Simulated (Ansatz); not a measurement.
A nudged elastic band was laid between two geometries of BFH3N + H2S (9 atoms, charge 0, multiplicity 1).

All numbers below come from RKS PBE-D4/6-31G* (Ansatz 0.2.0).

| Item | Value |
| --- | --- |
| movable images | 9 |
| climbing image | yes |
| spring | 2.0 to 10.0 eV/Å², energy-weighted |
| optimiser | quadratic models (default) |
| start path | through a guess of the saddle point |
| force threshold | 0.03 eV/Å |
| iteration limit | 60 |
| end points | relaxed |

Initial state:

```xyz
9
Properties=species:S:1:pos:R:3
B 0.122 -0.568 0.219
N 0.122 -0.257 1.594
H -0.734 -0.214 2.141
H 0.975 -0.217 2.151
F 1.294 -0.720 -0.426
H -0.912 -0.677 -0.391
S -0.879 3.248 1.435
H -1.565 3.073 0.275
H -0.311 2.007 1.348
```

Final state:

```xyz
9
Properties=species:S:1:pos:R:3
B -0.107 0.527 0.191
N 0.106 0.159 1.822
H -0.769 0.289 2.345
H 0.434 -0.809 1.956
F 1.150 0.292 -0.346
H -1.011 -0.208 -0.166
S -0.574 2.399 0.179
H -1.921 2.227 0.137
H 0.805 0.797 2.229
```

**Question.** Which bonds break or form, and what moves?

**Answer.** Bonds broken: S7–H9. Bonds formed: B1–S7, N2–H9. BFH3N + H2S becomes BFH5NS.

**Question.** Give the energies along the band, and the barrier.

**Answer.** The forces met the threshold. The highest image is number 5 of 0 to 10, 76.9 kJ/mol above the first end and 102.0 kJ/mol above the last; the last end lies 25.1 kJ/mol below the first. Another band between the same ends (9 images) ends at a top of the same energy, where a vibrational analysis finds 1 clearly imaginary mode. The orbitals stay closed-shell, which can raise the energy where a bond breaks towards radicals; this wasn't checked here.

```json
{"image": "0", "path coordinate (Å)": "0.00", "energy (kJ/mol)": "0.0", "S7–H9 (Å)": "1.37", "B1–S7 (Å)": "4.13", "N2–H9 (Å)": "2.32"}
{"image": "1", "path coordinate (Å)": "0.97", "energy (kJ/mol)": "1.7", "S7–H9 (Å)": "1.37", "B1–S7 (Å)": "3.68", "N2–H9 (Å)": "2.35"}
{"image": "2", "path coordinate (Å)": "1.63", "energy (kJ/mol)": "11.4", "S7–H9 (Å)": "1.37", "B1–S7 (Å)": "3.13", "N2–H9 (Å)": "2.15"}
{"image": "3", "path coordinate (Å)": "2.00", "energy (kJ/mol)": "35.4", "S7–H9 (Å)": "1.40", "B1–S7 (Å)": "2.77", "N2–H9 (Å)": "1.86"}
{"image": "4", "path coordinate (Å)": "2.24", "energy (kJ/mol)": "63.1", "S7–H9 (Å)": "1.46", "B1–S7 (Å)": "2.53", "N2–H9 (Å)": "1.63"}
{"image": "5", "path coordinate (Å)": "2.45", "energy (kJ/mol)": "76.9", "S7–H9 (Å)": "1.59", "B1–S7 (Å)": "2.37", "N2–H9 (Å)": "1.42"}
{"image": "6", "path coordinate (Å)": "2.62", "energy (kJ/mol)": "65.2", "S7–H9 (Å)": "1.73", "B1–S7 (Å)": "2.28", "N2–H9 (Å)": "1.26"}
{"image": "7", "path coordinate (Å)": "2.82", "energy (kJ/mol)": "34.0", "S7–H9 (Å)": "1.91", "B1–S7 (Å)": "2.16", "N2–H9 (Å)": "1.12"}
{"image": "8", "path coordinate (Å)": "3.12", "energy (kJ/mol)": "-3.2", "S7–H9 (Å)": "2.22", "B1–S7 (Å)": "2.01", "N2–H9 (Å)": "1.04"}
{"image": "9", "path coordinate (Å)": "3.97", "energy (kJ/mol)": "-21.4", "S7–H9 (Å)": "2.72", "B1–S7 (Å)": "1.93", "N2–H9 (Å)": "1.03"}
{"image": "10", "path coordinate (Å)": "4.82", "energy (kJ/mol)": "-25.1", "S7–H9 (Å)": "2.94", "B1–S7 (Å)": "1.93", "N2–H9 (Å)": "1.03"}
```

**Question.** What is the geometry of the highest image?

**Answer.** 
```xyz
9
Properties=species:S:1:pos:R:3
B -0.034 0.094 0.277
N -0.033 0.103 1.815
H -0.808 -0.379 2.279
H 0.862 -0.152 2.246
F 1.167 -0.168 -0.287
H -1.058 -0.222 -0.275
S -0.230 2.458 0.341
H -1.590 2.434 0.342
H -0.163 1.506 1.609
```

Time of the run: 3.8 min on 1 thread of Arm Neoverse V2 (shared host), peak memory 0.13 GiB.
